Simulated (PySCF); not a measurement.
Species: CH₈NP₂Si (doublet state).
Structure used (GFN2-xTB), in Å, numbered top down from 1:
```xyz
13
CH8NP2Si angstrom
C     -2.0621   -0.0698    0.0071
N     -0.7870    0.5152   -0.3398
Si     0.6814   -0.0854    0.3374
P      0.9681   -2.2798    0.0507
P      2.4095    1.0488   -0.5949
H     -2.2399   -1.0225   -0.5030
H     -2.8680    0.6200   -0.2442
H     -2.0785   -0.2510    1.0793
H     -0.7730    0.8274   -1.2999
H      0.6508    0.3297    1.7490
H      2.1817   -2.3104    0.7271
H      1.6587    2.1630   -0.9113
H      2.2539    0.5153   -1.8612
```

The hyperfine couplings belong to this conformer and change with its torsions.

As a line formula: `CN[Si@@H]([PH])P` [radical].

The calculation used UKS B3LYP, pcH-1 on C H N P Si, non-relativistic, mean-field spin-orbit, GIAO (PySCF). Isolated species at its GFN2-xTB geometry (one conformer only). Couplings are sensitive to structure, and on GFN2-xTB geometries they can be far from those on DFT ones, by a factor of two or more for some ions and for spin on atoms past the first row. Stability of the SCF solution: not tested.

Principal values of hyperfine tensors in MHz (contact, dipolar and spin–orbit terms together), for some of the nuclei:

| atom | isotope | A1 | A2 | A3 |
| --- | --- | --- | --- | --- |
| H10 | 1H | 45.59 | 46.87 | 51.34 |
| H11 | 1H | -51.71 | -31.61 | -20.06 |
| Si3 | 29Si | 30.43 | 33.25 | 33.51 |
| P5 | 31P | -5.89 | -4.10 | 49.17 |
| H12 | 1H | 3.01 | 4.47 | 6.64 |
| H6 | 1H | -0.86 | -0.62 | 3.71 |
| H7 | 1H | 0.03 | 0.07 | 1.97 |
| H13 | 1H | -2.04 | 0.12 | 3.76 |

**Question.** Split each tensor into its isotropic and traceless parts, and turn a_iso into mT with g = 2.0115.

**Answer.** a_iso = (A1 + A2 + A3)/3, Ti = Ai − a_iso; 1 mT corresponds to 28.153 MHz. The tensors hold a spin–orbit part: the run splits a_iso into a_FC + a_SO, and T includes its anisotropic share.

```tsv
atom	a_iso (MHz)	a_FC	a_SO	a_iso (mT)	T1	T2	T3
H10	47.93	47.93	0.00	1.702	-2.34	-1.06	3.41
H11	-34.46	-34.70	0.24	-1.224	-17.25	2.85	14.40
Si3	32.40	32.47	-0.07	1.151	-1.97	0.85	1.11
P5	13.06	13.33	-0.27	0.464	-18.95	-17.16	36.11
H12	4.71	4.71	0.00	0.167	-1.70	-0.24	1.93
H6	0.74	0.73	0.01	0.026	-1.60	-1.37	2.97
H7	0.69	0.69	0.00	0.025	-0.66	-0.62	1.28
H13	0.61	0.62	0.00	0.022	-2.66	-0.49	3.15
```

**Question.** What spin density at the nucleus of Si3 lies behind its contact coupling (g_N = -1.11058)?

**Answer.** a_FC = (2μ0/3) gₑ μB g_N μN ρ(0)/(2S·h) = 800.24 MHz × g_N × ρ(0)/(2S), with ρ in bohr⁻³. With a_FC = 32.47 MHz and 2S = 1, ρ(0) = -0.03654 bohr⁻³. The nuclear moment is negative, so coupling and spin density have opposite signs.

**Question.** P4 (31P, g_N = 2.26320) isn't in the table. Its spin density at the nucleus is 0.06187 bohr⁻³. What is its contact coupling?

**Answer.** By the same relation, a_FC = 112.0 MHz. The spin–orbit term adds +0.21 MHz. Its full tensor has the principal values -201.08, -179.21, 717.05 MHz.

**Question.** Which nucleus of the table has the largest anisotropic coupling, and what is its form?

**Answer.** P5: -19.0, -17.2, 36.1 MHz (the dipolar term alone has -18.6, -17.2, 35.8), nearly axial, close to the ratio −1:−1:+2.

**Question.** What first-order splitting does H10 cause when the field lies along A1, A2 or A3 of its tensor (g taken as isotropic, no quadrupole term)?

**Answer.** 2 lines (I = 1/2), spaced by |A_i|/(g × 13.996): 1.62, 1.66, 1.82 mT along the axes of A1, A2 and A3.
